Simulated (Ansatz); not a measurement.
`F[Si](F)(F)[Si](F)(F)F` + H₂O → `O[Si](F)(F)F` + `F[SiH](F)F`  (formal hydrolysis of the Si–Si bond)

Program: Ansatz. Geometries: PBE0-D4/def2-TZVP. ΔE: electronic, gas phase. CCSD(T)/CBS is the MP2 limit (def2-TZVPP, def2-QZVPP) plus CCSD(T) − MP2 in def2-TZVPP, frozen cores. This one scheme is used for every species. Functionals use def2-TZVPP. One conformer a species, not always the lowest.

`F[Si](F)(F)[Si](F)(F)F`:

Cartesian coordinates in Å:
```
F -1.249 -0.817 -1.703
Si -1.082 0.084 -0.423
F -2.135 -0.382 0.650
F -1.407 1.572 -0.821
Si 1.082 -0.084 0.423
F 2.136 0.370 -0.654
F 1.252 0.827 1.696
F 1.403 -1.570 0.832
```

H₂O:

```xyz
3

O     0.236   -0.155    0.267
H    -0.364   -0.618   -0.320
H     0.128    0.774    0.053
```

`O[Si](F)(F)F`:

Cartesian coordinates in Å:
```
O 1.129 0.055 0.587
Si -0.330 -0.137 -0.051
F -0.273 -0.498 -1.580
F -1.214 1.157 0.077
F -1.033 -1.305 0.717
H 1.721 0.728 0.251
```

`F[SiH](F)F`:

Z-matrix (Å, degrees):
```
Si
F 1 1.573
F 1 1.573 2 108.3
F 1 1.573 2 108.3 3 117.1
H 1 1.461 2 110.7 3 -121.4
```

| level | ΔE (kcal/mol) |
| --- | --- |
| PBE-D4 | -28.2 |
| revPBE-D4 | -27.4 |
| CCSD(T)/def2-SVP | -37.2 |
| MP2/def2-TZVPP | -37.9 |

Question: What does CCSD(T)/CBS give? (Estimate.)

Answer: Ansatz gave: -35.6 kcal/mol. The listed levels differ from it by 7.4, 8.2, -1.6, -2.3 kcal/mol.

Question: What do rigid-rotor, harmonic-oscillator terms from PBE0-D4/def2-TZVP frequencies (298.15 K, 1 bar) make of the CCSD(T)/CBS value? (Estimate.)

Answer: Ansatz gave: ΔZPE = +0.2 kcal/mol, ΔH = -36.7 kcal/mol, ΔS = 9 J/(mol·K), ΔG = -37.4 kcal/mol. Modes under 50 cm⁻¹ make the entropy rough.

Largest T1 diagnostic among the species: 0.013.

From r2SCAN to r2SCAN0 (25 % exact exchange), in def2-TZVPP and without D4, ΔE moves by −1.7 kcal/mol. Leaving LDA and LC-ωPBE aside and taking each functional with its dispersion term where it has one, the values, not all of them listed here, spread over 9.1 kcal/mol, from r2SCAN0-D4 to revPBE-D4. LDA lies −2.2 kcal/mol from PBE without D4.
